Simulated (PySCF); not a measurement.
```xyz
5
charge 0 multiplicity 3, angstrom
W     0.0000    0.0000    0.0000
H     0.9884    0.9884    0.9884
H    -0.9884   -0.9884    0.9884
H     0.9884   -0.9884   -0.9884
H    -0.9884    0.9884   -0.9884
```

These are results of PySCF, UBP86, basis W def2-TZVP with ECP60, H def2-TZVP (scalar-relativistic core potentials, no spin–orbit coupling, density fitting), not measurements.

This geometry of WH₄ is a stationary point at this level.

Question: What is the point group?

Answer: Td.

Question: Is it a minimum?

Answer: Yes: all harmonic wavenumbers are real.

Question: List the harmonic modes with their infrared intensities.

Answer: 
```
symmetry  ω (cm⁻¹)  IR (km/mol, summed over degenerate members)     type
      t2       572                                          278     bend
       e       667                                          0.0     bend
      t2      1937                                          507  stretch
      a1      1973                                          0.0  stretch
```

Question: Give the atomic charges and bond orders.

Answer: 
```tsv
atom	Mulliken	Löwdin	polar tensor	spin (Mulliken)	Mayer order to W1
W1	0.41	0.27	0.99	2.32	–
H2,3,4,5	-0.10	-0.07	-0.25	-0.08	0.99
```

In Td the vibrations span 2t2 + e + a1. The a1, e modes carry no infrared intensity, as symmetry demands.

Only a few start shapes were tried, so a lower isomer may exist. Open d and f shells are described by one determinant, and the ground state may have another occupation or spin. Spin–orbit coupling, left out here, can matter for elements this heavy.
